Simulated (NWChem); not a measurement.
Species: aniline (C₆H₇N); SMILES Nc1ccccc1

```xyz
14

N     -0.0507    -2.3247     0.0000
C     -0.0032    -0.9443     0.0000
C     -0.0033    -0.2216     1.2062
C     -0.0044     1.1694     1.2001
C     -0.0049     1.8803     0.0000
C     -0.0044     1.1694    -1.2001
C     -0.0033    -0.2216    -1.2062
H      0.2601    -2.7863    -0.8444
H      0.2601    -2.7863     0.8444
H     -0.0066    -0.7642     2.1560
H     -0.0033     1.7058     2.1528
H     -0.0047     2.9722     0.0000
H     -0.0033     1.7058    -2.1528
H     -0.0066    -0.7642    -2.1560
```
Atoms are numbered in this order, from 1.

Computed with NWChem. All runs use the structure optimised with PBE0/def2-SVP.

Task: What does the run give for B3LYP/def2-TZVP? Quantities: highest occupied level (eV); orbital gap (eV); dipole (D).

Result: 
```
Quantity                     Value
---------------------------  -----
highest occupied level (eV)  -5.67
orbital gap (eV)              5.42
dipole (D)                    1.77
```
